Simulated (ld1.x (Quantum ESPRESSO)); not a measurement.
## u(r) = r·R(r): atom against pseudo-atom (B (Z = 5))

Columns: radius, all-electron u(r) and pseudo u(r) of the 2s shell (level -9.62 eV) of boron in the configuration [He] 2s1.5 2p1.5; PBEsol, scalar-relativistic, TM semilocal scheme, ld1.x (Quantum ESPRESSO) 7.5.

| r (bohr) | all-electron | pseudo |
| --- | --- | --- |
| 0.163 | 0.3068 | -0.0666 |
| 0.325 | 0.1888 | -0.1399 |
| 0.488 | -0.0378 | -0.2279 |
| 0.650 | -0.2585 | -0.3345 |
| 0.813 | -0.4401 | -0.4570 |
| 0.975 | -0.5738 | -0.5748 |
| 1.138 | -0.6633 | -0.6633 |
| 1.300 | -0.7140 | -0.7140 |
| 1.463 | -0.7343 | -0.7343 |
| 1.625 | -0.7314 | -0.7314 |
| 1.788 | -0.7116 | -0.7116 |
| 1.950 | -0.6803 | -0.6803 |
| 2.113 | -0.6413 | -0.6413 |
| 2.275 | -0.5983 | -0.5983 |
| 2.438 | -0.5529 | -0.5529 |
| 2.600 | -0.5076 | -0.5076 |
| 2.763 | -0.4628 | -0.4628 |
| 2.925 | -0.4201 | -0.4201 |
| 3.088 | -0.3794 | -0.3794 |
| 3.250 | -0.3416 | -0.3416 |
| 3.413 | -0.3064 | -0.3064 |
| 3.575 | -0.2742 | -0.2742 |
| 3.738 | -0.2447 | -0.2447 |
| 3.900 | -0.2180 | -0.2180 |
| 4.063 | -0.1938 | -0.1938 |
| 4.225 | -0.1721 | -0.1721 |

(1) How many radial nodes do the two functions have?

(2) At about which radius was the pseudo-wave matched?

(3) Where does each function peak?

(4) Is the pseudo-wave norm-conserving?

Answers

(1) The all-electron 2s function has n − l − 1 = 1; the pseudo-wave has 0, since the states of the same l below it are removed with the core.

(2) 1.15 bohr, where the columns begin to agree (steps of 0.16 bohr).

(3) Outermost all-electron maximum near 1.46 bohr, pseudo maximum near 1.46 bohr (to the table’s step).

(4) Yes: the TM semilocal scheme keeps the norm inside the radius equal to the all-electron one, which fixes the energy derivative of the logarithmic derivative at the level.
